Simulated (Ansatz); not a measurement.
Ansatz (an electronic-structure program) input (B3LYP/def2-TZVPD):

Ansatz 0.2 input:
```yaml
crystal:
  periodic: [false, false, false]
  atoms:
    - {symbol: C, position_ang: [-0.99068060, 0.19143410, -0.16200049]}
    - {symbol: S, position_ang: [0.56573450, -0.10931967, 0.09251142]}
    - {symbol: H, position_ang: [-1.32804142, 1.00501434, -0.80207335]}
    - {symbol: H, position_ang: [-1.77962703, -0.40450423, 0.29389360]}
basis:
  gaussian:
    orbitals: def2-TZVPD
hamiltonian:
  xc: {name: B3LYP}
total_charge: 1
magnetization: {spin_polarized: true, initial_magnetization: 1}
```

Output:

```
Functional definition: B3LYP
integrals: 0.02 GiB planned
572 factors; their error is unknown
mean field: 0.30 GiB planned
mean field evaluation 1: about -11883.2473 eV, gradient 5.2e1 eV
mean field evaluation 2: about -11850.6573 eV, gradient 8.0e1 eV
mean field evaluation 4: about -11895.8311 eV, gradient 4.9e0 eV
mean field evaluation 8: about -11895.9613 eV, gradient 2.1e-1 eV
mean field evaluation 16: about -11895.9618 eV, gradient 9.9e-5 eV
mean field -11895.96182367 eV, -437.1685336475 hartree, gradient 1.2e-5 eV, S^2 0.760963; 0 other end points of the search recorded, 0 dependent functions left out
reference -11895.96200236 eV, -437.1685402142 hartree; 12, 11 occupied and 89, 90 virtual orbitals, 572 factors
Total energy: -11895.96200236 eV, -437.1685402142 hartree
```

This state (charge 1, doublet) is run at the relaxed geometry of the species with charge 0 and multiplicity 1.
